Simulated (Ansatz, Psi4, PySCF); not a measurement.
HLiO, charge +1, doublet, geometry from GFN2-xTB (such geometries of metal compounds can be far from the true shape) (a state made from the parent by changing its charge; the spin is typed, not shown lowest). Base run: WB97X/cc-pVTZ run with PySCF.

The PySCF input:
```python
from pyscf import gto, scf, dft

mol = gto.M(
    atom='''
Li   -0.00000000   -0.00000000   -1.42494255
O     0.00000000    0.00000000    0.36662930
H     0.00000000    0.00000000    1.34179325
''',
    basis='cc-pvtz',
    charge=1,
    spin=1,
    verbose=4,
)

mf = dft.UKS(mol)
mf.xc = 'wb97x'
mf.kernel()
```

The same geometry, method and basis name were run in Ansatz (a quantum-chemistry and plane-wave program) and Psi4 and PySCF, at each program's defaults and at the settings that a row names. The base is PySCF at its defaults. Differences at the defaults can come from grids, fitting, cores and function types together.

```json
[
 {"code and settings": "PySCF, defaults (exact integrals, its default grid, spherical functions)", "ΔE vs base (µEh)": "0.0", "basis functions": "74", "E (Eh)": "-83.06471", "SCF cycles": "9"},
 {"code and settings": "Psi4, defaults (density fitting with its default set, its default grid, spherical functions)", "ΔE vs base (µEh)": "195", "basis functions": "74", "E (Eh)": "-83.06452", "SCF cycles": "8"},
 {"code and settings": "Ansatz, defaults (factorised integrals, its default grid, spherical functions)", "ΔE vs base (µEh)": "210", "basis functions": "74", "E (Eh)": "-83.06450", "SCF cycles": "-"},
 {"code and settings": "PySCF, density fitting with def2-universal-jkfit", "ΔE vs base (µEh)": "-27.0", "basis functions": "74", "E (Eh)": "-83.06474", "SCF cycles": "9"},
 {"code and settings": "PySCF, fine grid", "ΔE vs base (µEh)": "4.8", "basis functions": "74", "E (Eh)": "-83.06471", "SCF cycles": "9"},
 {"code and settings": "Psi4, exact integrals, spherical functions, fine grid", "ΔE vs base (µEh)": "209", "basis functions": "74", "E (Eh)": "-83.06450", "SCF cycles": "10"},
 {"code and settings": "Ansatz, high accuracy", "ΔE vs base (µEh)": "209", "basis functions": "74", "E (Eh)": "-83.06450", "SCF cycles": "-"}
]
```

Open shells are given as the SCF converged; they aren't shown to be the lowest states, and a large step between rows can be another state.
